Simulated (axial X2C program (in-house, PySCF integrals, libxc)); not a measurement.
Potential curves of TiO⁻, two-component

All values were computed with an in-house relativistic program for diatomic molecules. Two-component (2c) means X2C with spin–orbit coupling and atomic mean-field two-electron Coulomb and Gaunt terms. Basis: Ti dyall-acv3z [11s11p7d4f2g], O dyall-av3z [7s6p3d2f] (cores contracted in-house); Gaussian nuclei, density fitting, unrestricted open shells. Masses: Ti 47.948 u, O 15.995 u.

State: Ω = 3/2 (⟨Sz⟩ = -0.50, ⟨Lz⟩ = 2.00 at HF). Energies in eV from the lowest point of each curve. Fits are polynomials in 1 − R0/R over 0.85 to 1.23 times the lowest point R0.

| R (Å) | HF |
| --- | --- |
| 1.4833 | 0.7041 |
| 1.5322 | 0.3116 |
| 1.5811 | 0.0872 |
| 1.6300 | 0.0000 |
| 1.6870 | 0.0352 |
| 1.7441 | 0.1815 |

The state is one determinant whose occupation by symmetry is held fixed; it was picked as the lowest of a PBE0 search that is not exhaustive. Some points did not converge and are left out. The determinant is spin-polarised beyond a pure state at some levels (its spin-free form has ⟨S²⟩ too high), which makes Re and μ there less reliable.

Question: Fit the HF curve near its minimum: give the equilibrium distance and the harmonic wavenumber.

Answer: At HF, 2c: Re = 1.643 Å, ωe ≈ 986 cm⁻¹; Be follows as 0.521 cm⁻¹.
